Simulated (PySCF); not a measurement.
Delta-SCF ions had no search for a lower state. Excitations are Tamm–Dancoff values on a coarser integration grid. The basis has no diffuse functions, so Rydberg states are missing or too high.

**Br₃Ga, SMILES `[Br][Ga]([Br])[Br]` (charge 0, multiplicity 1)**

These are PBE-D3(BJ)/def2-TZVP // PBE0-D4/def2-TZVP (PySCF) values and carry that method's errors.

| Quantity | Value |
|---|---|
| HOMO | -7.41 eV |
| dipole moment | 0.00 D |
| HOMO–LUMO gap | 4.31 eV |
| LUMO | -3.09 eV |
| S1 excitation (TDA) | 4.47 eV |
| S1 oscillator strength | 0.000 |
| T1 excitation (TDA) | 4.17 eV |
| S1–T1 gap (TDA) | 0.30 eV |
| vertical ionisation energy (Delta-SCF) | 10.03 eV |
| total energy | -262482.41 eV |
| cost | around 110 core-seconds (rough) |

Bond lengths (Å): Br1–Ga2 2.261, Ga2–Br3 2.261, Ga2–Br4 2.261. Angles (°): Br1–Ga2–Br3 120.0, Br1–Ga2–Br4 120.0, Br3–Ga2–Br4 120.0.
